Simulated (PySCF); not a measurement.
Isomers of C6H10O2P2, mass 176.016 u with the commonest isotopes. The calculation used PBE0/pcSseg-1 in PySCF (dipole) on a GFN2-xTB geometry, gas phase. One conformer each, none proved a minimum here; rigid rotors.

Problem. Order these by out-of-plane moment Σ m c² = (Ia + Ib − Ic)/2, largest first.
A. `[CH3:1][O:2][C:3]1=[CH:4][CH:5]=[C:6]([CH3:7])[P@@:8]1(=[O:9])[PH2:10]` with C1–O2–C3–C4 174°, C6–P8–P10–H 34° and -59°
B. `[CH3:1][O:2][C:3](=[O:4])[PH:5][C:6]#[C:7][P:8]([CH3:9])[CH3:10]` with C1–O2–C3–O4 1°, O2–C3–P5–C6 58°
C. `[CH:1]#[C:2][CH2:3][P:4]([CH2:5][PH2:6])[C:7](=[O:8])[O:9][CH3:10]` with C2–C3–P4–C5 -53°, C3–P4–C5–P6 166°, P4–C5–P6–H 79° and 171°, C3–P4–C7–O8 -117°, P4–C7–O9–C10 180°

Solution. C (125.03 u·Å²), A (116.70 u·Å²), B (76.39 u·Å²).

Problem. Order these by rotational constant C, smallest first.
A. `[CH3:1][O:2][C:3]1=[CH:4][CH:5]=[C:6]([CH3:7])[P@@:8]1(=[O:9])[PH2:10]` with C1–O2–C3–C4 174°, C6–P8–P10–H 34° and -59°
B. `[CH3:1][O:2][C:3](=[O:4])[PH:5][C:6]#[C:7][P:8]([CH3:9])[CH3:10]` with C1–O2–C3–O4 1°, O2–C3–P5–C6 58°
C. `[CH:1]#[C:2][CH2:3][P:4]([CH2:5][PH2:6])[C:7](=[O:8])[O:9][CH3:10]` with C2–C3–P4–C5 -53°, C3–P4–C5–P6 166°, P4–C5–P6–H 79° and 171°, C3–P4–C7–O8 -117°, P4–C7–O9–C10 180°

Solution. B (373.3 MHz), C (629.0 MHz), A (720.9 MHz).

Problem. Order these by rotational constant A, smallest first.
A. `[CH:1]#[C:2][CH2:3][P:4]([CH2:5][PH2:6])[C:7](=[O:8])[O:9][CH3:10]` with C2–C3–P4–C5 -53°, C3–P4–C5–P6 166°, P4–C5–P6–H 79° and 171°, C3–P4–C7–O8 -117°, P4–C7–O9–C10 180°
B. `[CH3:1][O:2][C:3]1=[CH:4][CH:5]=[C:6]([CH3:7])[P@@:8]1(=[O:9])[PH2:10]` with C1–O2–C3–C4 174°, C6–P8–P10–H 34° and -59°
C. `[CH3:1][O:2][C:3](=[O:4])[PH:5][C:6]#[C:7][P:8]([CH3:9])[CH3:10]` with C1–O2–C3–O4 1°, O2–C3–P5–C6 58°

Solution. A (1213 MHz), B (1280 MHz), C (1713 MHz).

```json
{"SMILES": "C#CCP(CP)C(=O)OC", "point group": "C1", "Ia (u·Å²)": "416.74", "Ib (u·Å²)": "636.80", "Ic (u·Å²)": "803.49", "κ": "-0.44", "μa (D)": "1.78", "μb (D)": "1.28", "μc (D)": "0.37"}
{"SMILES": "COC(=O)PC#CP(C)C", "point group": "C1", "Ia (u·Å²)": "295.04", "Ib (u·Å²)": "1211.62", "Ic (u·Å²)": "1353.88", "κ": "-0.93", "μa (D)": "1.39", "μb (D)": "1.12", "μc (D)": "0.13"}
{"SMILES": "COC1=CC=C(C)[P@@]1(=O)P", "point group": "C1", "Ia (u·Å²)": "394.96", "Ib (u·Å²)": "539.44", "Ic (u·Å²)": "701.00", "κ": "-0.23", "μa (D)": "1.09", "μb (D)": "0.56", "μc (D)": "2.67"}
```
